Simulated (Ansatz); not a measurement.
Start from `[Cl][AlH][O]P[SeH]` and change one atom or group to get `[OH][AlH][Cl]`.

Ansatz, PBE0-D4/def2-TZVP geometries, multiplicity 1. Each molecule was computed in one conformer, which needn't be the lowest.

Scalar relativity is left out up to krypton.

```json
{"property": "HOMO energy (PBE/def2-TZVPP) / eV", "`[Cl][AlH][O]P[SeH]`": "-6.43"}
{"property": "LUMO energy (PBE0/def2-TZVPP) / eV", "`[Cl][AlH][O]P[SeH]`": "-1.77"}
{"property": "LUMO energy (PBE/def2-TZVPP) / eV", "`[Cl][AlH][O]P[SeH]`": "-2.61"}
{"property": "size of the dipole moment (PBE/def2-TZVPP) / D", "`[Cl][AlH][O]P[SeH]`": "3.41"}
{"property": "HOMO energy (B3LYP/def2-TZVPP) / eV", "`[Cl][AlH][O]P[SeH]`": "-7.47"}
{"property": "HOMO–LUMO gap (B3LYP/def2-TZVPP) / eV", "`[Cl][AlH][O]P[SeH]`": "5.49"}
```

**Question.** What does the change do to each property? (Best estimate.)

**Answer.** Ansatz gave: 
| property | `[OH][AlH][Cl]` | shift |
| --- | --- | --- |
| HOMO energy (PBE/def2-TZVPP) / eV | -7.68 | -1.25 |
| LUMO energy (PBE0/def2-TZVPP) / eV | -0.76 | 1.01 |
| LUMO energy (PBE/def2-TZVPP) / eV | -1.53 | 1.08 |
| size of the dipole moment (PBE/def2-TZVPP) / D | 0.81 | -2.60 |
| HOMO energy (B3LYP/def2-TZVPP) / eV | -8.84 | -1.37 |
| HOMO–LUMO gap (B3LYP/def2-TZVPP) / eV | 7.86 | 2.37 |

With PBE0 the HOMO falls by 1.44 eV and the LUMO rises by 1.01 eV, so the gap widens by about 2.45 eV. PBE moves the HOMO by -1.25 eV and ωB97M-V by -1.55 eV. The zero-point energy changes by -25.2 kJ/mol with -9 modes. Dipoles are sizes alone; their direction can turn.

B3LYP here is the variant with VWN-RPA as its local correlation; programs differ in this.

Spin–orbit coupling is left out; it splits and shifts lone-pair levels of the heavy atoms by tenths of an eV.
